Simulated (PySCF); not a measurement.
H₅GaSi, SMILES [SiH3][GaH2], singlet, B3LYP/def2-SVP optimised geometry.

```
7

Ga    -1.31    -1.64     1.93
H     -1.30    -3.22     1.93
H     -1.83    -0.91     3.24
Si    -0.52    -0.40     0.00
H      0.98    -0.40     0.00
H     -0.98     1.03     0.00
H     -0.97    -1.03    -1.28
```

Density from B3LYP/def2-TZVP (PySCF) at that geometry.

Minimum of the electron density along straight lines between bonded atoms, close to the bond critical point (lines longer than 1.1 times the sum of covalent radii, or with two minima, are not listed):

| bond | length / Å | ρ at the minimum / e bohr⁻³ | ∇²ρ there / e bohr⁻⁵ | position (fraction from the first atom) |
|---|---|---|---|---|
| Ga1–H2 | 1.580 | 0.112 | 0.14 | 0.60 |
| Ga1–H3 | 1.579 | 0.112 | 0.14 | 0.60 |
| Ga1–Si4 | 2.431 | 0.078 | -0.07 | 0.47 |
| Si4–H5 | 1.498 | 0.116 | 0.15 | 0.49 |
| Si4–H6 | 1.495 | 0.118 | 0.15 | 0.49 |
| Si4–H7 | 1.496 | 0.117 | 0.15 | 0.49 |
